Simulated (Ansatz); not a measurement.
Born–Oppenheimer molecular dynamics of AlFH6O2Si2 (12 atoms, charge 0, multiplicity 1). It starts from a relaxed structure.

Method: RKS PBE-D4/6-31G (Ansatz).

| Quantity | Value |
| --- | --- |
| ensemble | NVT, Nosé–Hoover chain |
| time step | 0.5 fs |
| steps asked | 100 |
| set temperature | 200 K |
| thermostat | time constant 100 fs, chain length 3 (defaults) |
| seed | 139678 |

First frame:

```xyz
12
Properties=species:S:1:pos:R:3
Al -0.008 -0.233 0.031
F 0.165 0.992 1.221
O 1.401 -0.845 -0.694
Si 2.838 -1.438 -1.398
H 2.517 -2.574 -2.350
H 3.528 -0.329 -2.167
H 3.769 -1.949 -0.317
O -1.577 -0.760 -0.349
Si -3.168 -1.266 -0.702
H -3.506 -2.495 0.118
H -4.151 -0.161 -0.370
H -3.286 -1.605 -2.175
```

Question: How far do the bonds stretch over the last three quarters of this one trajectory? (Pairs bonded in most of those frames.)

Answer: 
| bond | mean (Å) | spread (Å) | shortest | longest |
| --- | --- | --- | --- | --- |
| Al1–F2 | 1.711 | 0.013 | 1.68 | 1.73 |
| Al1–O3 | 1.695 | 0.017 | 1.68 | 1.73 |
| Al1–O8 | 1.688 | 0.016 | 1.66 | 1.71 |
| O3–Si4 | 1.707 | 0.020 | 1.69 | 1.75 |
| Si4–H5 | 1.516 | 0.009 | 1.50 | 1.53 |
| Si4–H6 | 1.515 | 0.011 | 1.50 | 1.53 |
| Si4–H7 | 1.518 | 0.027 | 1.48 | 1.56 |
| O8–Si9 | 1.696 | 0.013 | 1.68 | 1.73 |
| Si9–H10 | 1.522 | 0.047 | 1.45 | 1.59 |
| Si9–H11 | 1.515 | 0.011 | 1.50 | 1.53 |
| Si9–H12 | 1.520 | 0.037 | 1.47 | 1.57 |

Mean temperature of the second half: 100 K. The conserved energy stayed within 0.07 meV per atom of its start (net change 0.057 meV per atom), so the integration is sound. The mean temperature of the second half is 50 % below the set value. A run of 0.05 ps of so small a system gives no equilibrium averages. Limits of this set-up: no polarisation functions.

Run time: 7.2 min on 1 thread of Arm Neoverse V2, on a shared host, peak memory 0.14 GiB.
